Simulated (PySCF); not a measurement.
C3H2F3O, SMILES [CH]=C(O)C(F)(F)F, multiplicity 2. Geometry: TPSSh-D3(BJ)/def2-SVP. The isomer is the one that the SMILES or the coordinates give; other isomers of the formula were not compared. The values are those of a single conformer.

Problem. Give the equilibrium geometry at TPSSh-D3(BJ)/def2-SVP (PySCF confirms it by a frequency run) as bond lengths and angles, and its point group. (The exact figures need the calculation; the answer reports its results.)

Solution. Several could match; the one computed here: point group Cs.
Atoms: C1 C2 O3 C4 F5 F6 F7 H8 H9. Bond lengths (Å): C1–C2 1.323, C1–H8 1.085, C2–O3 1.357, C2–C4 1.519, O3–H9 0.971, C4–F5 1.343, C4–F6 1.343, C4–F7 1.342. Bond angles (°): C2–C1–H8 139.1, C1–C2–O3 127.4, C1–C2–C4 122.2, O3–C2–C4 110.4, C2–O3–H9 108.3, C2–C4–F5 111.0, C2–C4–F6 111.0, C2–C4–F7 111.0, F5–C4–F6 107.5, F5–C4–F7 108.0, F6–C4–F7 108.0.
Charge 0, spin multiplicity 2.
